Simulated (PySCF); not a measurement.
A side-by-side comparison of computed properties.

First species: C4H4FPS.
SMILES: `Cc1pcc(F)s1`

Second species: C4H9OP.
SMILES: `CC(=O)P(C)C`

Levels: PBE0/def2-SVPD for dipole moment, HOMO energy, LUMO energy, HOMO–LUMO gap, static isotropic polarisability and electronic spatial extent ⟨r²⟩ about the centre of nuclear charge; TDDFT PBE0/def2-SVPD for lowest singlet excitation; TDA PBE0/def2-SVPD for lowest triplet excitation (Tamm–Dancoff); GFN2-xTB for rotational constant A and rotational constant C. Geometries: GFN2-xTB. Each structure is a single optimised conformer of the isolated species, non-relativistic unless stated; the electronic structure was computed with PySCF and density fitting.

The conformers computed, where there is a choice (atom-mapped SMILES and torsion angles):
- `[CH3:1][C:2](=[O:3])[P:4]([CH3:5])[CH3:6]`: C1–C2–P4–C5 160°

| property | column X | column Y |
| --- | --- | --- |
| dipole moment | 1.29 D | 2.64 D |
| HOMO energy | -6.75 eV | -6.53 eV |
| LUMO energy | -1.49 eV | -0.87 eV |
| HOMO–LUMO gap | 5.26 eV | 5.66 eV |
| lowest singlet excitation | 4.69 eV | 3.87 eV |
| lowest triplet excitation (Tamm–Dancoff) | 2.84 eV | 3.19 eV |
| static isotropic polarisability | 88.1 au | 79.0 au |
| electronic spatial extent ⟨r²⟩ about the centre of nuclear charge | 1009 bohr² | 766 bohr² |
| rotational constant A | 3.165 GHz | 3.778 GHz |
| rotational constant C | 1.080 GHz | 1.756 GHz |

Question: Which column belongs to which species?

Answer: Column X is the first species and column Y the second. The first has 11 atoms and 68 electrons, the second 15 and 56.

Question: How does each property change from the first species to the second?

Answer: dipole moment +1.35 D; HOMO energy +0.22 eV; LUMO energy +0.62 eV; HOMO–LUMO gap +0.40 eV; lowest singlet excitation -0.82 eV; lowest triplet excitation (Tamm–Dancoff) +0.35 eV; static isotropic polarisability -9.1 au; electronic spatial extent ⟨r²⟩ about the centre of nuclear charge -243 bohr²; rotational constant A +0.613 GHz; rotational constant C +0.676 GHz.

On the first: The vertical singlet–triplet gap S1 − T1 is 1.85 eV (TDDFT singlet less Tamm–Dancoff triplet; S1: HOMO→LUMO, weight 0.94; T1: HOMO→LUMO, weight 0.97). The dipole matches unit charges of opposite sign 0.27 Å apart (1 e·Å = 4.8032 D).

On the second: In atomic units the dipole is 1.04 e·bohr (1 au = 2.5417 D). S1 lies 1.79 eV below the HOMO–LUMO gap; its leading configuration is HOMO→LUMO, weight 0.84.
